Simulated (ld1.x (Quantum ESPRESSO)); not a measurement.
What one change does to a pseudopotential (Ne (Z = 10), TM semilocal)

neon (Ne), norm-conserving Troullier–Martins (semilocal form), made with ld1.x (Quantum ESPRESSO) 7.5 (LDA (PZ), scalar-relativistic). Core [He], reference 2s2 2p6. Waves: 2s (bound): rc 0.60 bohr; 2p (bound): rc 0.90 bohr. Local part: the p channel. Core correction: none.

Change: non-relativistic.

Cutoffs: the cutoffs (Ry, on a coarse ladder) from which the occupation-weighted sum of valence levels, in a spherical-Bessel basis at the reference potential, stays within 10 and 1 mRy of its value at 400 Ry; they do not see the model core or the augmentation charge, which bear on the density cutoff. Errors are all-electron minus pseudo energies relative to the spin-unpolarised reference configuration.

Question: Predict the effect on cutoff, ghosts and configuration errors.

Answer: Of the 8 tests that both files solve, the error grows in 2 and shrinks in 2 by more than 15 % and 0.3 meV (median size 19.0 → 20.7 meV); neither file shows a bound ghost. A semilocal file is local in each channel, so a ghost entry of none says nothing of the separable form that plane-wave codes build from it.

```tsv
quantity	base	changed
cutoff, loose	230 Ry	230 Ry
cutoff, tight	over 300 Ry	over 300 Ry
bound ghosts	none	none
error for 2s2 2p5, meV [ΔE 22.65 → 22.67 eV]	-5.2	-2.8
error for 2s2 2p4, meV [ΔE 66.06 → 66.08 eV]	+0.3	+6.2
error for 2s2 2p3, meV [ΔE 133.58 → 133.61 eV]	+90	+100
error for 2s1 2p6, meV [ΔE 45.56 → 45.43 eV]	+0.3	+3.3
error for 2s2 2p5.5, meV [ΔE 8.96 → 8.97 eV]	-2.0	-0.9
error for 2s2 2p2, meV [ΔE 228.27 → 228.30 eV]	+430	+444
error for 2s2 2p5 (spin-polarised), meV [ΔE 22.18 → 22.19 eV]	+33	+35
error for 2s2 2p4 (spin-polarised), meV [ΔE 63.80 → 63.83 eV]	+198	+204
s: phases at 1.00 bohr within 0.05 rad from the reference energy up to (Ry; the scan ends near 5)	to the end of the scan	to the end of the scan
p: phases at 1.00 bohr within 0.05 rad from the reference energy up to (Ry; the scan ends near 5)	to the end of the scan	to the end of the scan
```
